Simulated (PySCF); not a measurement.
A structure optimised at PBE-D3(BJ)/def2-SVP, used in a PySCF frequency run:

```
Sn
O 1 2.0139
H 2 0.9768 1 109.36
O 1 2.0159 2 107.50 3 58.56
H 4 0.9769 1 109.36 2 65.78
H 1 1.7294 2 113.80 3 -53.97
C 1 2.1425 6 115.29 4 -124.33
C 7 1.3449 1 121.27 6 17.10
H 7 1.1041 8 120.47 1 179.44
H 8 1.1045 7 122.40 9 179.46
H 8 1.1050 10 115.75 7 179.80
```

Write its SMILES and formula.

C=[CH][SnH]([OH])[OH], C₂H₆O₂Sn

What are its rotational constants (standard atomic weights)?

4.3009, 2.0694, 1.6326 GHz
